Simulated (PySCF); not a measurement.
CH6GeOSi, SMILES [CH2]1O[SiH2][GeH2]1.

The structure is a stationary point at TPSSh-D3(BJ)/def2-SVP. The structure was generated by enumeration, and PubChem lists no compound with its InChIKey, so it may never have been made.

Calculation: TPSSh-D3(BJ)/def2-SVP in PySCF 2.14.0.

Frequencies are harmonic and unscaled.

| mode | ν (cm⁻¹) | IR (km/mol) | moving atoms (share of kinetic energy) |
|---|---|---|---|
| 1 | 84 | 3.9 | O 41 %, H 36 %, C 17 % |
| 2 | 320 | 13.9 | H 99 % |
| 3 | 347 | 1.2 | Ge 42 %, Si 29 %, O 14 %, C 9 % |
| 4 | 378 | 6.5 | Si 45 %, O 23 %, Ge 12 %, C 11 %, H 10 % |
| 5 | 446 | 0.0 | H 94 % |
| 6 | 579 | 1.4 | H 90 % |
| 7 | 588 | 12.4 | H 58 %, C 36 % |
| 8 | 633 | 84.8 | H 52 %, C 32 % |
| 9 | 674 | 23.5 | H 87 % |
| 10 | 762 | 11.1 | O 38 %, H 32 %, Si 18 %, C 11 % |
| 11 | 811 | 12.9 | H 76 %, C 22 % |
| 12 | 832 | 210.7 | H 61 %, Si 22 %, O 15 % |
| 13 | 875 | 51.4 | H 95 % |
| 14 | 988 | 237.3 | H 84 % |
| 15 | 1026 | 64.1 | O 42 %, C 37 %, H 21 % |
| 16 | 1195 | 0.6 | H 90 % |
| 17 | 1249 | 16.5 | H 76 %, C 17 % |
| 18 | 1478 | 0.5 | H 93 % |
| 19 | 2134 | 128.4 | H 99 % |
| 20 | 2147 | 116.9 | H 98 % |
| 21 | 2241 | 145.9 | H 98 % |
| 22 | 2244 | 158.0 | H 96 % |
| 23 | 3039 | 46.4 | H 95 % |
| 24 | 3100 | 19.5 | H 90 %, C 10 % |
